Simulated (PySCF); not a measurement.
Ligand exchange on a metal centre used in film growth or etching (Mo Cl-OH). Isolated molecules, 0 K electronic values unless said otherwise. One relaxed conformer stands for each flexible species; it need not be the lowest.

These are PBE-D3(BJ)/def2-TZVP // r2SCAN-D4/def2-SVP (PySCF) values and carry that method's errors. All candidates: neutral, multiplicity 1. 

```yaml
HOMO: -7.58 eV
HOMO–LUMO gap: 1.48 eV
LUMO: -6.10 eV
```

Question: Say which member has these values.
(A) [Mo(Cl)6]
(B) [Mo(Cl)(OH)5]
(C) [Mo(Cl)5(OH)]
(D) [Mo(Cl)4(OH)2]

Answer: C, [Mo(Cl)5(OH)]. The others give [Mo(Cl)(OH)5]: -6.69 eV, 2.42 eV, -4.28 eV; [Mo(Cl)6]: -7.83 eV, 1.56 eV, -6.26 eV; [Mo(Cl)4(OH)2]: -7.42 eV, 1.68 eV, -5.74 eV
